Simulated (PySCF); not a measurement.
# Heteronuclear NMR

Atom-mapped SMILES (the numbers label the heavy atoms): `[N:1]#[C:2][S:3][c:4]1[cH:5][cH:6][cH:7][o:8]1` (H(Xn): hydrogen on atom n).

Theoretical values (PySCF): shielding tensors at B97-2/pcSseg-2 (GIAO), geometry from PBE0-D3(BJ)/def2-TZVP. No solvent, one conformer, non-relativistic Hamiltonian.

**Question.** Where does ¹⁵N resonate?

**Answer.** 
```csv
atoms,environment,σ (ppm),δ (ppm)
N1,nitrile nitrogen,-59.4,-95.0
```

Shieldings were converted by a linear fit to measured shifts: ¹⁵N: δ = -149.73 − 0.920σ (rms 6.4 ppm, 44 shifts vs CH3NO2, solution or neat liquid). A few per cent of atoms miss by over 2 rms, more outside the fitted compound classes.

On a 400 MHz spectrometer ¹⁵N resonates near 40.5 MHz, so 1 ppm is 40.5 Hz.

**Question.** What are the ¹⁷O shifts?

**Answer.** 
```
atoms           environment  σ (ppm)  δ (ppm)
   O8  aromatic ring oxygen      8.6    265.8
```

Shieldings were converted by a linear fit to measured shifts: ¹⁷O: δ = 274.03 − 0.947σ (rms 12.2 ppm, 99 shifts vs liquid water, solution or neat liquid). Occasional misses reach two or three times the rms, and more in compound classes unlike the fitted ones.

On a 600 MHz spectrometer ¹⁷O resonates near 81.3 MHz, so 1 ppm is 81.3 Hz.
